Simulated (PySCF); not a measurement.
This PySCF input asks for the NMR shieldings of SMILES BCCc1cc(C)cs1, C7H11BS; the geometry comes from GFN2-xTB.

```python
import basis_set_exchange as bse
import numpy as np
from pyscf import gto, dft
from pyscf.prop import nmr

atoms = """
B     3.850530   -0.267286   -0.620230
C     2.300498   -0.128864   -0.799849
C     1.525904    0.548118    0.343627
C     0.061121    0.562426    0.070954
C    -0.898531   -0.264214    0.559333
C    -2.197560   -0.007651    0.042402
C    -3.409010   -0.783080    0.442190
C    -2.189278    1.020322   -0.843650
S    -0.617214    1.690989   -1.061788
H     4.383721    0.068970    0.364091
H     4.478253   -0.729457   -1.491245
H     1.879799   -1.128415   -0.959744
H     2.082319    0.407211   -1.729514
H     1.704913    0.010068    1.276694
H     1.890144    1.570732    0.463503
H    -0.696284   -1.042214    1.274901
H    -3.597096   -0.663633    1.508770
H    -3.260472   -1.843901    0.244403
H    -4.282936   -0.442463   -0.107128
H    -3.013969    1.433020   -1.390450
"""
names = dict.fromkeys(["B", "C", "S", "H"], "pcSseg-1")
basis = {el: gto.basis.parse(bse.get_basis(n, elements=[el], fmt="nwchem")) for el, n in names.items()}
mol = gto.M(atom=atoms, basis=basis, charge=0, verbose=0)
mf = dft.RKS(mol, xc="PBE0")
mf.grids.level = 2
mf.grids.alignment = dft.numint.BLKSIZE   # the property module wants whole blocks of grid points
mf.conv_tol = 1e-9
mf.kernel()

calc = nmr.RKS(mf)   # GIAO
C = mf.mo_coeff
Co = C[:, mf.mo_occ > 0]
resp = mf.gen_response(singlet=True, hermi=2)
def vind(x):   # induced exchange potential for any number of trial vectors
    d = np.einsum("pi,xij,qj->xpq", C, 2 * x.reshape(-1, C.shape[1], Co.shape[1]), Co, optimize=True)
    return np.einsum("xpq,pi,qj->xij", resp(d - d.transpose(0, 2, 1)), C, Co, optimize=True).ravel()
mo1, _ = nmr.rhf.solve_mo1(calc, with_cphf=vind)
sigma = calc.kernel(mo1)
for i, s in enumerate(sigma):   # ppm
    print("%2d %-2s %9.2f" % (i, mol.atom_pure_symbol(i), np.trace(s) / 3))
```

Task: Give the expected output.

Result: 
```
 0 B       8.09
 1 C     140.99
 2 C     152.73
 3 C      25.42
 4 C      57.68
 5 C      45.14
 6 C     168.54
 7 C      60.25
 8 S     292.05
 9 H      23.60
10 H      23.66
11 H      29.90
12 H      29.56
13 H      28.58
14 H      28.63
15 H      24.98
16 H      29.23
17 H      29.25
18 H      29.45
19 H      25.11
```

These numbers come from an equivalent density-fitted implementation of the same equations, which agrees with the script to about 0.01 ppm for H and up to a few tenths of a ppm for heavy atoms, so last digits may differ.

Size and cost of the density-fitted run: 215 basis functions, 90 s wall time on 1 thread of an Arm Neoverse N1, shared host; peak memory 1 GiB.
